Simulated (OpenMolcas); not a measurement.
Rh2+ (d7) among equal point charges was computed by CASSCF with the d shell active (OpenMolcas, ANO-RCC-VDZP on the metal). Its lowest spin-free states, and all those of the highest spin:

```tsv
2S+1	Degeneracy	E (cm-1)
4	1	0.0
4	3	3005
4	3	5136
2	3	14394
2	1	14901
4	3	15455
2	2	15698
2	3	17358
2	3	19597
2	3	19787
2	2	19902
2	3	21638
```

Problem. Is the site octahedral, tetrahedral or cube-like, axial, or of lower symmetry?

Solution. The states with 2S+1 = 4 have orbital degeneracies 1, 3, 3, 3. Threefold states need a cubic site. For d7 at this spin an octahedron puts the threefold T1 below the threefold T2 and a tetrahedron or cube puts the single A2 below the threefold T2, so the site is a tetrahedron or a cube, which this pattern cannot tell apart. The first gap at this spin, 3010 cm-1, is |10Dq| in ligand-field theory. The run had Rh2+ among 4 point charges of -2.5 e arranged as a tetrahedron (Td), 1.85 Å from the ion.

Without dynamic correlation the repulsion within the d shell is too large (B by tens of per cent), so at a given field states of lower spin stand too high. Point charges carry no covalency, so the field is a model and not that of real ligands. No measured value stands beside these numbers.
